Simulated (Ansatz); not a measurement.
Pulling the pair apart

The pair of H$_{2}$O (SMILES O, atoms 1–3) and AsH$_{3}$ (SMILES [AsH3], atoms 4–7), both closed shells, in one local arrangement (a lower one may exist), relaxed at PBE0-D4/def2-TZVP:

O1  (0.167, -0.313, -2.516)
H2  (-0.002, 0.570, -2.852)
H3  (0.143, -0.221, -1.557)
As4  (-0.032, 0.002, 1.113)
H5  (-1.029, 0.847, 1.886)
H6  (-0.365, -1.255, 1.894)
H7  (1.119, 0.370, 2.032)
(Å)

AsH$_{3}$ is shifted rigidly along the line between the mean atom positions of the two fragments (negative: closer). Counterpoise interaction energies in kcal/mol. Ansatz 0.2.0; basis: def2-TZVPPD; cores frozen in the correlated methods. Filled d shells of the heavier atoms are correlated. The def2 sets are not built for correlating such inner shells, so the correlated values are less sure here. B3LYP uses VWN-RPA correlation.

| shift (Å) | PBE0-D4 | B3LYP-D4 | wB97M-V |
| --- | --- | --- | --- |
| -0.27 | -2.04 | -1.60 | -1.23 |
| -0.13 | -2.44 | -2.08 | -1.80 |
| 0.00 | -2.53 | -2.23 | -2.02 |
| 0.13 | -2.45 | -2.19 | -2.04 |
| 0.32 | -2.20 | -1.96 | -1.89 |
| 0.67 | -1.63 | -1.42 | -1.43 |
| 1.34 | -0.82 | -0.66 | -0.74 |
| 2.69 | -0.22 | -0.16 | -0.22 |

At the largest shift the D4 term itself is slightly repulsive (B3LYP-D4 +0.4 meV): a quirk of that model, not of the functional.

Problem. What does CCSD(T) give at these shifts? (Judge from chemistry; the value comes from the calculation.)

Solution. By the calculation: -0.88, -1.52, -1.80, -1.87, -1.77, -1.39, -0.74, -0.23 kcal/mol. For zero shift, CCSD(T) at an estimated basis limit (MP2 extrapolated from triple and quadruple zeta, plus CCSD(T) − MP2 in triple zeta) gives -2.02 kcal/mol. These are counterpoise interaction energies, counted from the two frozen fragments.

T1 diagnostic: at most 0.011.

For scale, one of the runs: CCSD(T)/def2-TZVPPD, 179 basis functions, launched by `ansatz run in.yaml --threads 2 --pin off --events-out ev --progress --plain --max-ram 5222MiB`. Time: 41 s of wall clock on 2 CPU threads of an Arm Neoverse V2; the host was shared. Peak host memory: 1.7 GiB.
